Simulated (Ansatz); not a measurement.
C₄H₂F₄, SMILES `F/C=C(F)/C(F)=C/F`. Charge 0, multiplicity 1.

Cartesian coordinates in Å:
```
F -2.567 -0.237 1.494
C -1.352 -0.587 1.096
C -0.664 0.160 0.238
F -1.176 1.290 -0.251
C 0.664 -0.160 -0.238
F 1.176 -1.290 0.251
C 1.352 0.587 -1.096
F 2.567 0.237 -1.494
H -0.973 -1.508 1.515
H 0.973 1.508 -1.515
```

(1) What are the harmonic wavenumbers in cm⁻¹ at PBE0-D4/def2-TZVP (Ansatz, finite differences of forces, unscaled)? (Estimate.)

(2) Is this a minimum?

(3) Give the ideal-gas thermochemistry at 298.15 K and 1 bar (rigid rotor, harmonic oscillator; point group C2h, symmetry number 2).

(4) And at 400, 500, 600, 800 and 1000 K?

(5) Rotational constants (cm⁻¹)?

Answers

(1) Computed: 78, 143, 162, 240, 288, 334, 399, 490, 534, 660, 784, 823, 835, 905, 1079, 1197, 1225, 1323, 1357, 1440, 1757, 1798, 3261, 3262.

(2) Yes, all 24 modes are real.

(3) Zero-point energy 145.8 kJ/mol; H(298) − E = 167.8 kJ/mol; entropy 355.5 J/(mol·K), of which translation 169.2, rotation 113.9, vibration 72.4; G(298) − E = 61.8 kJ/mol. Modes under 100 cm⁻¹ are hindered rotations or soft bends, so the harmonic entropy is rough.

(4) 
| T (K) | H − E (kJ/mol) | S (J/mol/K) | G − E (kJ/mol) |
| --- | --- | --- | --- |
| 400 | 180.5 | 391.8 | 23.7 |
| 500 | 194.8 | 423.7 | -17.1 |
| 600 | 210.6 | 452.4 | -60.9 |
| 800 | 245.4 | 502.5 | -156.6 |
| 1000 | 283.3 | 544.7 | -261.4 |

(5) 0.1585, 0.03714, 0.03009.
